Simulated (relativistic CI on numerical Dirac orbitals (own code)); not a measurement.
**Radial parameters of Cd⁴⁰⁺**

Calculated at this level of theory: Dirac-Coulomb-Breit CI, KLI orbitals optimised for each configuration, a model potential for QED, unscaled Slater integrals (own radial code, finite nucleus).

Slater integrals F^k, G^k are unscaled and averaged over j, outside the closed core 1s2; ζ comes from projecting the Hamiltonian with its Breit term on Σ l·s of the shell.

- 2s²2p⁴: F^2(2p,2p) = 864880, ζ(2p) = 1.0894e+06 cm⁻¹; <r>(2p) = 0.1099, <r^2>(2p) = 0.01463 (bohr units).
- 2s2p⁵: G^1(2s,2p) = 923580, ζ(2p) = 1.0843e+06 cm⁻¹; <r>(2s) = 0.1269, <r^2>(2s) = 0.01895, <r>(2p) = 0.1101, <r^2>(2p) = 0.01469 (bohr units).
- 2p⁵3s: ζ(2p) = 1.0992e+06, G^1(2p,3s) = 90792 cm⁻¹; <r>(2p) = 0.1095, <r^2>(2p) = 0.01454, <r>(3s) = 0.2992, <r^2>(3s) = 0.1019 (bohr units).

Averages of the first 10 configurations, taken without configuration mixing, which lowers the lowest level and can move excited configurations by several eV; other configurations of the list can lie among them:

```tsv
Configuration	Parity	States	Average energy above the lowest level (eV)
2s²2p⁴	even	15	141.1
2s2p⁵	odd	12	507.7
2p⁶	even	1	911.5
2p⁵3s	odd	12	4376.6
2p⁵3p	even	36	4476.5
2p⁵3d	odd	60	4579.0
2s²2p³3s	odd	40	3654.5
2s²2p³3p	even	120	3760.3
2s²2p³3d	odd	200	3863.2
2s2p⁴3s	even	60	3996.8
```
